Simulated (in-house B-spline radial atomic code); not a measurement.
# Dy IX (Dy8+): 1s1 2s2 2p6 3s2 3p6 3d10 4s2 4p6 (4d3/2)3 (4d5/2)6 4f8 5s2 5p4 (with a hole in an inner shell)

Method: Dirac-Hartree-Fock, average of the jj configuration, Fermi nucleus of rms radius 5.2218 fm. Calculated with an all-electron radial atomic-structure program (B-spline basis).

Z_r = [3n² - l(l+1)]/(2<r>); Z_e = n√(-2ε); the last column is Slater's effective charge. Values are occupation-weighted means over j. An effective charge above Z reflects the relativistic contraction of the inner shells.

```json
{"shell": "1s", "electrons": "1", "ε (eV)": "-55308", "<r> (bohr)": "0.02106", "Z_r": "71.22", "Z_e": "63.76", "Slater": "66.00"}
{"shell": "2s", "electrons": "2", "ε (eV)": "-9529.9", "<r> (bohr)": "0.08815", "Z_r": "68.07", "Z_e": "52.93", "Slater": "62.70"}
{"shell": "2p", "electrons": "6", "ε (eV)": "-8566.6", "<r> (bohr)": "0.07793", "Z_r": "64.16", "Z_e": "50.18", "Slater": "62.70"}
{"shell": "3s", "electrons": "2", "ε (eV)": "-2304.6", "<r> (bohr)": "0.23", "Z_r": "58.69", "Z_e": "39.04", "Slater": "55.75"}
{"shell": "3p", "electrons": "6", "ε (eV)": "-1991.8", "<r> (bohr)": "0.2279", "Z_r": "54.85", "Z_e": "36.30", "Slater": "55.75"}
{"shell": "3d", "electrons": "10", "ε (eV)": "-1558.9", "<r> (bohr)": "0.2076", "Z_r": "50.58", "Z_e": "32.11", "Slater": "45.85"}
{"shell": "4s", "electrons": "2", "ε (eV)": "-598.64", "<r> (bohr)": "0.5173", "Z_r": "46.39", "Z_e": "26.53", "Slater": "39.25"}
{"shell": "4p", "electrons": "6", "ε (eV)": "-488.96", "<r> (bohr)": "0.5437", "Z_r": "42.31", "Z_e": "23.98", "Slater": "39.25"}
{"shell": "4d", "electrons": "9", "ε (eV)": "-330.2", "<r> (bohr)": "0.5827", "Z_r": "36.04", "Z_e": "19.71", "Slater": "28.20"}
{"shell": "5s", "electrons": "2", "ε (eV)": "-180.08", "<r> (bohr)": "1.159", "Z_r": "32.37", "Z_e": "18.19", "Slater": "16.00"}
{"shell": "4f", "electrons": "8", "ε (eV)": "-158.08", "<r> (bohr)": "0.6605", "Z_r": "27.25", "Z_e": "13.63", "Slater": "19.55"}
{"shell": "5p", "electrons": "4", "ε (eV)": "-147.71", "<r> (bohr)": "1.27", "Z_r": "28.74", "Z_e": "16.47", "Slater": "16.00"}
```

The least bound orbital is 5p3/2 at -145.1 eV, and it is also the most diffuse (<r> = 1.289 bohr). The part-filled 1s shell lies below the filled 5s shell in orbital energy.

For the 1s electron the small component carries 6.11 % of the norm, the zero-frequency Breit interaction raises the level by 59.65 eV, self-energy by 101.4 eV, and vacuum polarisation lowers it by 17.04 eV.
